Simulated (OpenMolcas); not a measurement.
## Br4+: the spin-orbit constant, worked from levels

```
Program             : OpenMolcas 26.06
Basis               : ANO-RCC-VQZP [7s6p4d2f1g]
Scalar Hamiltonian  : DKH2, point nucleus
Active space        : 3 electrons in 8 orbitals (4s 4p 5s 5p)
State averaging     : 2S+1 = 4 odd, 1 root; 2S+1 = 2 odd, 11 roots; 2S+1 = 4 even, 3 roots; 2S+1 = 2 even, 9 roots
Spin-orbit coupling : state interaction with AMFI integrals over the reference wave functions, term energies averaged over their components
```

Methods: CASSCF; MS-CASPT2, IPEA 0.25 Eh, imaginary shift 0.1 Eh (closed shells correlated: 3d). Measured levels: Moore, Atomic Energy Levels, vol. II, NSRDS-NBS 35 (1971 reprint of NBS Circular 467, 1952).

**The spin-orbit constant.** For the Hund term 2P* of p1, E(J) = (A/2) J(J+1) + constant and ζ = 2S·A = A. From J = 1/2 to J = 3/2 the energy changes by 1.5 A.

```
   Source  E(3/2) - E(1/2)       A     ζ
   CASSCF           5307.8  3538.5  3539
MS-CASPT2           5331.0  3554.0  3554
 measured           6090.0  4060.0  4060
```

All in cm-1. MS-CASPT2 is off by -12.5 % and CASSCF by -12.8 %. Both methods take the spin-orbit matrix elements from the reference wave functions, so the second can move ζ only through the term energies and any multistate remixing.

Over all roots computed the reference weight is 0.90 to 0.99 in MS-CASPT2; the roots of lowest weight are the least certain, and an intruder state may touch them. Active for correlation alone: 5p 5s; no level in the range computed is led by a configuration that fills them, so any true level of that kind is missing. Measured partners are found by configuration, term and J. A level has none where our copy of the source lacks it or the pairing is in doubt (some pairs that miss far off the trend of their configuration count as doubtful), and it then counts in no deviation. Only configurations of the active space appear.

* marks odd parity.
